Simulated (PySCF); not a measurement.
CH4BrGaO, SMILES C[O][GaH][Br].

Geometry optimised at TPSSh-D3(BJ)/def2-SVP. The structure was generated by enumeration; whether it is a known compound was not checked. One conformer was computed; it need not be the lowest.

All values below come from IEF-PCM-M06-2X/def2-SVP in PySCF.

The values are the electrostatic part of the solvation free energy, E(continuum) − E(gas) at the gas-phase geometry, in a cavity of scaled van der Waals radii (PySCF's table); cavitation and dispersion terms are not included. A continuum can't describe solvent molecules that bind to the metal. In vacuum the orbital gap is 8.93 eV. The dipole moment in vacuum is 0.58 D.

Computed values in water (ε = 78.36), methanol (ε = 32.61), n-hexane (ε = 1.88):
```
solvent       ε  ΔG(elec) (kcal/mol)  dipole (D)  gap (eV)
--------  -----  -------------------  ----------  --------
water     78.36                 -4.8        0.84      9.29
methanol  32.61                 -4.7        0.84      9.28
n-hexane   1.88                 -1.7        0.68      9.05
```
